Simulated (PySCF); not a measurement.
C₆ coefficients of unlike pairs at PBEsol

Calculated with PySCF 2.14 from the dipole response of each species, C₆(A,B) = (3/π) ∫ α_A(iu) α_B(iu) du, in atomic units, from isotropic polarisabilities. For ions this is the dispersion term alone; charge-induced terms of lower order in 1/R come first.

```tsv
species	configuration	basis	relativity	α (bohr³)	C₆ (like pair)
Sc³⁺	[Ar] (1S)	aug-cc-pwCVTZ-DK with one added diffuse shell each of s, p, d, f, g type (11s10p8d5f4g)	spin-free X2C	2.156	5.714
Pt³⁺	[Xe] 4f14 5d7 (4F)	aug-cc-pVTZ-PP with one added diffuse shell each of s, p, d, f, g type with ECP60MDF (7s7p6d4f3g)	core potential	6.590	37.51
B⁺	[He] 2s2 (1S)	aug-cc-pCVTZ-DK (7s6p4d2f)	spin-free X2C	10.69	29.06
Bi⁺	[Xe] 4f14 5d10 6s2 6p2 (3P)	aug-cc-pwCVTZ-PP with ECP60MDF (8s7p6d4f1g)	core potential	27.69	256.9
```

(1) Estimate C₆ for Bi⁺ with B⁺.

No spin-orbit coupling is included, so Bi⁺, close to jj coupling, stand for model states.

The other pairs:

| pair | C₆ |
| --- | --- |
| Bi⁺, Sc³⁺ | 33.72 |
| Bi⁺, Pt³⁺ | 91.23 |
| Pt³⁺, Sc³⁺ | 14.53 |
| B⁺, Pt³⁺ | 27.79 |
| B⁺, Sc³⁺ | 9.969 |

Answers

(1) The integral gives 84.81. The combination rule 2 C_A C_B / (C_A α_B/α_A + C_B α_A/α_B) gives 85.60 and the geometric mean 86.41.
